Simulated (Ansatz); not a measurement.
CH7BOSi, SMILES `BCO[SiH3]` at its PBE0-D4/def2-TZVP geometry, where that method's forces vanish. The species carries charge 0 and has multiplicity 1.

```xyz
11

B    -2.0064   -0.5230    0.5800
C    -0.7149    0.2219    0.1656
O     0.4160   -0.5987   -0.0537
Si    1.8694    0.0287   -0.4949
H    -2.9849    0.1385    0.7751
H    -2.0432   -1.7096    0.7047
H    -0.9527    0.8206   -0.7339
H    -0.5092    0.9848    0.9398
H     2.8023   -1.1132   -0.6286
H     2.3652    0.9872    0.5334
H     1.7582    0.7627   -1.7875
```

Q: What forces (eV/Å) does ωB97M-V/def2-TZVPP give on these atoms in the Gaussian-basis code of Ansatz? (An estimate is asked.)

A: Computed: 
```
B1  -0.160 -0.092  0.052
C2  -0.181  0.294  0.018
O3   0.129 -0.164 -0.018
Si4  0.223  0.054 -0.064
H5   0.132 -0.088 -0.027
H6   0.017  0.164 -0.020
H7   0.023 -0.057  0.065
H8  -0.010 -0.069 -0.055
H9  -0.112  0.145  0.015
H10 -0.065 -0.107 -0.116
H11  0.004 -0.081  0.150
```
